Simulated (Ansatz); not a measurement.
The cluster Be5S4⁺, relaxed as a doublet with UKS PBE-D4/def2-SVP in Ansatz, starting from the GFN2-xTB geometry. Force threshold 0.02 eV/Å.

The structure comes from a short search, and lower isomers may exist.

Start:

```
atom   x (Å)   y (Å)   z (Å)
 Be1   0.880  -1.330   0.848
 Be2  -0.431   1.141   1.326
 Be3   0.211  -1.061  -2.457
 Be4  -1.110   1.456  -1.982
 Be5   0.867  -0.373   4.295
  S6  -0.678   0.303  -3.412
  S7   0.891  -1.902  -0.890
  S8   0.505  -0.203   2.418
  S9  -1.135   1.968  -0.147
```

| step | energy (eV) | largest force component (eV/Å) | SCF passes |
| --- | --- | --- | --- |
| 1 | -45309.6980 | 1.092 | 35 |
| 2 | -45310.1889 | 0.653 | 19 |
| 3 | -45310.5333 | 0.408 | 23 |
| 4 | -45310.6622 | 0.308 | 18 |
| 5 | -45310.7233 | 0.140 | 19 |
| 6 | -45310.7848 | 0.193 | 19 |
| 7 | -45310.8398 | 0.242 | 19 |
| 8 | -45310.8896 | 0.190 | 19 |
| 9 | -45310.9214 | 0.585 | 23 |
| 10 | -45310.9497 | 0.112 | 22 |
| 11 | -45310.9554 | 0.043 | 18 |
| 12 | -45310.9565 | 0.059 | 18 |
| 13 | -45310.9569 | 0.022 | 19 |
| 14 | -45310.9570 | 0.006 | 13 |

Force components are those of the run's own axes.

End:

```csv
atom,x (Å),y (Å),z (Å)
Be1,1.0603,-1.1548,0.5208
Be2,-0.2278,1.2994,0.9942
Be3,0.1405,-1.1000,-1.8878
Be4,-1.0895,1.2432,-1.4357
Be5,0.1632,-0.5522,3.3060
S6,-0.1548,0.4790,-2.9037
S7,0.5696,-2.5223,-0.6490
S8,1.3251,0.3409,1.8380
S9,-1.7867,1.9668,0.2172
```

By distances, no bond broke or formed. The bond that changes most is Be5–S8, from 1.92 to 2.07 Å (atoms count from 1). The end is the same structure that another start reached.

No frequencies were taken in this run, so the end may be a saddle point.

Hardware: 4 threads of Intel Xeon on a shared host. Wall time 70 s.
